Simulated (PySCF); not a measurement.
C4H7FO. Atoms are numbered in the order given.

```xyz
13

C      1.7110    -0.5027     0.1712
C      0.3481     0.1226     0.0700
F      0.4506     1.4354     0.5083
C     -0.4941     0.0412    -1.2121
C     -1.5604    -0.5592    -0.2858
O     -0.6348    -0.5547     0.8240
H      2.0272    -0.4893     1.2249
H      2.4384     0.0664    -0.4260
H      1.6824    -1.5443    -0.1777
H     -0.7146     1.0209    -1.6571
H     -0.0990    -0.6443    -1.9750
H     -1.8983    -1.5814    -0.5245
H     -2.4396     0.0791    -0.0901
```

Geometry optimised at r2SCAN-D4/def2-SVP. The structure was generated by enumeration; whether it is a known compound was not checked.

These are TDA-PBE/def2-SVPD (PySCF) values and carry that method's errors.

Vertical excitations. The molecule is in vacuum.

### Question
Give excitation energies, oscillator strengths and character. (An estimate is asked for; the answer gives what the named calculation found.)

### Answer

```json
[
 {"state": "S1", "energy (eV)": "6.56", "λ (nm)": "189", "f": "0.001", "main pairs": "HOMO→LUMO 100 %"},
 {"state": "S2", "energy (eV)": "7.04", "λ (nm)": "176", "f": "0.020", "main pairs": "HOMO→LUMO+1 95 %"},
 {"state": "S3", "energy (eV)": "7.30", "λ (nm)": "170", "f": "0.001", "main pairs": "HOMO→LUMO+2 94 %"},
 {"state": "S4", "energy (eV)": "7.55", "λ (nm)": "164", "f": "0.037", "main pairs": "HOMO−1→LUMO 99 %"},
 {"state": "S5", "energy (eV)": "7.69", "λ (nm)": "161", "f": "0.014", "main pairs": "HOMO→LUMO+3 93 %"},
 {"state": "S6", "energy (eV)": "7.84", "λ (nm)": "158", "f": "0.007", "main pairs": "HOMO→LUMO+4 94 %"},
 {"state": "S7", "energy (eV)": "8.00", "λ (nm)": "155", "f": "0.008", "main pairs": "HOMO−2→LUMO 80 %, HOMO−1→LUMO+1 18 %"},
 {"state": "S8", "energy (eV)": "8.02", "λ (nm)": "155", "f": "0.005", "main pairs": "HOMO−1→LUMO+1 76 %, HOMO−2→LUMO 19 %"},
 {"state": "S9", "energy (eV)": "8.26", "λ (nm)": "150", "f": "0.006", "main pairs": "HOMO−1→LUMO+2 87 %"},
 {"state": "S10", "energy (eV)": "8.44", "λ (nm)": "147", "f": "0.030", "main pairs": "HOMO→LUMO+5 79 %"},
 {"state": "T1", "energy (eV)": "6.49", "λ (nm)": "191", "f": "0", "main pairs": "HOMO→LUMO 99 %"},
 {"state": "T2", "energy (eV)": "6.84", "λ (nm)": "181", "f": "0", "main pairs": "HOMO→LUMO+1 96 %"},
 {"state": "T3", "energy (eV)": "7.08", "λ (nm)": "175", "f": "0", "main pairs": "HOMO→LUMO+2 95 %"},
 {"state": "T4", "energy (eV)": "7.45", "λ (nm)": "166", "f": "0", "main pairs": "HOMO−1→LUMO 94 %"}
]
```
Triplets are in the Tamm–Dancoff approximation.
